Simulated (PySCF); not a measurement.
**J couplings in C$_{6}$H$_{4}$BBrF$_{2}$**

Geometry:
```tsv
atom	x (Å)	y (Å)	z (Å)
F1	3.594	0.323	-0.941
B2	2.979	-0.710	-0.398
F3	3.701	-1.794	-0.178
C4	1.474	-0.662	-0.036
C5	0.842	-1.775	0.537
C6	-0.512	-1.731	0.853
C7	-1.254	-0.578	0.602
C8	-0.627	0.531	0.032
Br9	-1.632	2.091	-0.308
C10	0.727	0.499	-0.287
H11	1.422	-2.680	0.733
H12	-1.003	-2.599	1.300
H13	-2.316	-0.535	0.848
H14	1.205	1.374	-0.732
```

Couplings: B3LYP/pcJ-1 (pcSseg-1 on Br) (spin–dipole term only in couplings to heteroatoms) in PySCF 2.14, geometry PBE0-D3(BJ)/def2-SVP; gas phase, one conformer, non-relativistic. Couplings are averaged over pairs made equivalent by symmetry, fast rotation or ring inversion, so a value needn't be that of the named pair in this geometry, while other rotamers aren't included; one pair stands for each set, and the list holds a selection of those of at least 1.5 Hz over up to four bonds, among pairs with at least one F or B or H atom (others weren't computed).

Isotopes: 13C, 1H, 19F, 11B.

```csv
pair,bonds,J (Hz)
"F1, B2",1,-122.2
"B2, C4",1,103.0
"C5, H11",1,171.4
"C6, H12",1,170.3
"C7, H13",1,174.0
"C10, H14",1,?
"F1, C4",2,37.3
"B2, C5",2,2.3
"B2, C10",2,2.8
"C4, H11",2,4.0
"C4, H14",2,?
"C5, H12",2,1.6
"C6, H11",2,2.5
"C7, H12",2,?
"C8, H14",2,?
"F1, C5",3,5.8
"F1, C10",3,?
"B2, C6",3,5.1
"B2, C8",3,6.8
"C4, H12",3,7.6
"C5, H13",3,8.0
"C7, H11",3,?
"C7, H14",3,5.9
"C10, H11",3,?
"C10, H13",3,5.8
"H13, H14",4,?
```

Task: Estimate the withheld couplings, with signs.

Result: 
- 1J(C10,H14) = 176.4 Hz (bond length 1.092 Å, sp2 carbon)
- 2J(C4,H14) = 3.1 Hz (angle at C10 120°)
- 2J(C7,H12) = 2.5 Hz (angle at C6 119°)
- 2J(C8,H14) = -2.6 Hz (angle at C10 120°)
- 3J(F1,C10) = 5.7 Hz (mean over equivalent pairs that range from -0.4 to 11.9 Hz in this conformer)
- 3J(C7,H11) = 8.6 Hz (dihedral angle 180°)
- 3J(C10,H11) = 8.4 Hz (dihedral angle 180°)
- 4J(H13,H14) = 2.0 Hz

Relativistic effects of the heavier atoms present are left out.
